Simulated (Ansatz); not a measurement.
```yaml
crystal:
  periodic: [false, false, false]
  atoms:
    - {symbol: Au, position_ang: [0.866604, -0.375889, 0.364889]}
    - {symbol: Au, position_ang: [-1.099208, 0.422248, -0.653702]}
basis:
  gaussian: {orbitals: def2-TZVPP}
hamiltonian: {xc: {name: BHLYP}}
accuracy: high
relax: {f_tol: 0.001, max_steps: 1}
output: {forces: true}
```

```sh
$ ansatz run in.yaml --threads 2 --pin off --events-out ev --progress --plain --max-ram 32768MiB --backend cpu
```

Output, abridged:

```
Functional definition: BHLYP
1712 factors; integrals over basis functions are off by at most 1.7e-9 eV
mean field evaluation 1: about -7377.8969 eV, gradient 3.3e1 eV
mean field evaluation 2: about -7377.0219 eV, gradient 4.3e1 eV
mean field evaluation 4: about -7379.6969 eV, gradient 6.3e-1 eV
mean field evaluation 8: about -7379.8636 eV, gradient 4.1e-2 eV
mean field evaluation 16: about -7379.8637 eV, gradient 1.3e-4 eV
mean field -7379.86366995 eV, -271.2049876193 hartree, gradient 4.7e-8 eV, S^2 0.000000; 0 other end points of the search recorded, 0 dependent functions left out
reference -7379.86368826 eV, -271.2049882922 hartree; 19, 19 occupied and 93, 93 virtual orbitals, 1712 factors
relax step   1: F+E_penalty+E_count = -7379.86366995 eV  Δ(F+E_penalty+E_count) = +0.000e0 eV  max|allowed force component| = 2.676e0 eV/Å  Δτ_max = 0.0000 Å  (38 SCF iters, accepted)
Error: geometry relaxation did not converge after 1 steps: max|allowed force component| = 2.68e0 eV/Å (threshold 1.0e-3). Raise `relax.max_steps` over both its present limit and 1, loosen `relax.f_tol`, or start from a geometry closer to equilibrium. Where this run's directory can be resumed (`checkpoint.write`), a resume goes on for up to `relax.max_steps` more
```

Problem. What is wrong with this run?

Solution. The relaxation is allowed too few steps for its threshold. The run did not converge.
